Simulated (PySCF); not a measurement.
C6H10O3.
SMILES: `C=COC(=O)COCC`

Computed, not measured: PySCF, TDDFT CAM-B3LYP/def2-SVPD, vertical, gas phase, core orbitals frozen in the response. The structure is a single PBE0-D3(BJ)/def2-SVP conformer in the gas phase; no vibrational or solvent corrections.

Computed states:

```tsv
state	E (eV)	f
S1	5.74	0.0014
S2	6.54	0.454
S3	7.01	0.022
S4	7.19	0.048
S5	7.42	0.016
S6	7.71	0.104
S7	7.96	0.0027
S8	8.07	0.0003
S9	8.17	0.0038
S10	8.21	0.016
```

Each state is given a Gaussian of 0.25 eV full width at half maximum, with ε(max) = 2.175×10⁸ f / Δν̃ (Δν̃ the width in cm⁻¹). The width is an assumption, not a result. The curve ends short of the highest state used, and states not computed would add to its high-energy end.

Problem. Give the broadened spectrum and its maxima.

Solution. 
```
λ (nm)  ε (L mol⁻¹ cm⁻¹)
 162.8              7835
 165.2              3006
 167.5              2566
 169.9              4066
 172.2              5836
 174.6              5305
 176.9              3543
 179.3              1794
 181.6              1654
 184.0              8036
 186.3             26080
 188.7             46472
 191.0             44894
 193.4             24497
 195.7              8256
 198.1              1624
 200.4               221
 202.8                18
 205.1                 4
 207.5                14
 209.8                45
 212.2                99
 214.5               145
 216.9               150
 219.2               111
 221.6                59
 223.9                24
 226.3                 7
 228.6                 2
 231.0                 0
```

Maxima: 216 nm (5.74 eV), ε about 150, made up of S1 (100%); 190 nm (6.54 eV), ε about 49000, made up of S2 (100%); 173 nm (7.17 eV), ε about 6000, made up of S3 (13%) and S4 (85%) (ε in L mol⁻¹ cm⁻¹; maxima over ε = 5, shares over 10%). At its high-energy end, 7.61 eV, the curve is still rising (ε about 7500, from S6).

Problem. On this curve, what absorbance would a 10⁻³ mol/L sample give at 193 nm over a 1 cm path?

Solution. 193 nm is 6.424 eV, where ε is about 28000 L mol⁻¹ cm⁻¹, so A = ε c l ≈ 28 (Beer–Lambert, with the gas-phase spectrum and the assumed width).

Problem. Coming from long wavelengths, where does ε first pass 100 L mol⁻¹ cm⁻¹?

Solution. At about 220 nm (5.64 eV), 0.10 eV below S1.

Problem. Does any computed singlet lie in the visible range?

Solution. No computed singlet lies in the visible range (380 to 750 nm); the lowest, at 216 nm, stands 2.48 eV above its violet end (3.26 eV).

Hardware: one thread, Arm Neoverse N1 (aarch64), shared host with 64 logical CPUs at a one-minute load of 60. Cost: 12 min, 1.3 GiB resident at most.
